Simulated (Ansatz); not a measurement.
Gas-phase electronic energies from Ansatz, PBE0-D4/def2-TZVP geometries. CCSD(T)/CBS is the MP2 limit (def2-TZVPP, def2-QZVPP) plus CCSD(T) − MP2 in def2-TZVPP, frozen cores. This one scheme is used for every species. Functionals use def2-TZVPP. B3LYP here is the variant with VWN-RPA as its local correlation; programs differ in this. For Br outer-core shells are correlated without core-valence functions, which leaves a few kJ/mol of doubt a bond. Scalar relativity is left out up to krypton. Each species was taken in one conformer, which may not be the lowest.

`BC([SiH3])Br` + H₂O → `OC([SiH3])Br` + BH₃  (formal hydrolysis of a C–B bond)

CCSD(T)/CBS gives +116.3 kJ/mol.

Another level gave +106.8 kJ/mol. Which?
A. B3LYP-D4/def2-TZVPP
B. PBE0-D4/def2-TZVPP
C. PBE/def2-TZVPP
D. MP2/def2-TZVPP

C. PBE 106.8, PBE0-D4 112.6, MP2/def2-TZVPP 119.0, B3LYP-D4 102.6 kJ/mol.

Largest T1 diagnostic among the species: 0.010.

From PBE to PBE0 (25 % exact exchange), in def2-TZVPP and without D4, ΔE moves by +3.6 kJ/mol. In def2-TZVPP, CCSD(T) changes the Hartree–Fock value by +20.7 kJ/mol (the triples alone add +0.9 kJ/mol) and MP2 by +28.0 kJ/mol. The D4 term adds +4.1 kJ/mol with B3LYP and +2.2 kJ/mol with PBE0; it sums over pairs of atoms, weighted by their polarisabilities, and B3LYP, whose exchange is more repulsive, gets the larger term.
